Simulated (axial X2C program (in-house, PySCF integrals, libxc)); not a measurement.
## Which molecule has these constants?

Computed with an axial X2C code built on PySCF integrals, spin-free (one-electron X2C) or two-component (2c: spin–orbit coupling with atomic mean-field Coulomb and Gaunt terms, which also bring small scalar terms), in Dyall basis sets with cores contracted in-house; open shells are unrestricted.

A two-component PBE0 calculation in a Dyall 3-zeta basis gave Re = 2.377 Å, ωe = 381.6 cm⁻¹, dipole magnitude 2.47 D, Ω = 0.

Problem. Which molecule is it?
A. YCl
B. NbCl
C. ZrCl
D. SnCl
E. ICl

Solution. A. The others have ZrCl 2.328 Å and 388.1 cm⁻¹ (Ω = 3/2); ICl 2.328 Å and 388.8 cm⁻¹ (Ω = 0); NbCl 2.289 Å and 393.8 cm⁻¹ (Ω = 1); SnCl 2.377 Å and 344.2 cm⁻¹ (Ω = 1/2).

Each entry is the lowest single determinant of a limited PBE0 search at one distance. De goes to single-determinant-based atoms at the same level (for ions the charge split of lowest energy) and is withheld (n/a) where an atom does not fit its ground term or J level. Main or longest-lived isotopes. One determinant is a doubtful description, or other states lie close, for ZrCl, NbCl; these need not be ground states, and all values refer to the states named. Some open-shell Ω = 0 determinants are out of reach, so the Ω given for NbCl need not be the lowest component. With several unpaired electrons the Ω given is that of one determinant, not necessarily of the lowest component. Some light 2c atoms are not at their ground J level, so De misses part of their lowering (0.04 eV or less). The functionals have no current term, which raises determinants with orbital currents.
